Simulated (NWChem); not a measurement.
# H₂Se₂O; SMILES O[Se][SeH]

```xyz
5

Se     0.4008    -0.9273    -0.0050
O     -1.2255    -1.7099     0.0541
H     -1.5483    -1.7517    -0.8564
Se    -0.0615     1.3365    -0.0248
H     -0.1848     1.5193     1.4355
```
Atoms are numbered in this order, from 1.

Computed with NWChem. Pople sets run with spherical d functions. All runs use the structure optimised with PBE0/def2-SVP. Ions are spin-unrestricted doublets at the neutral geometry; other ion states weren't tried.

Task: Among these, which level gives the lowest value of “vertical ionisation energy, ΔSCF (eV)”?
A) M06-2X/6-31G*
B) Hartree-Fock/6-31G*
C) LDA (Slater exchange, VWN5)/6-31G*
D) B3LYP/6-31G*

Result: B, Hartree-Fock/6-31G*. Values: Hartree-Fock/6-31G* 8.47; LDA (Slater exchange, VWN5)/6-31G* 9.09; B3LYP/6-31G* 9.14; M06-2X/6-31G* 9.20
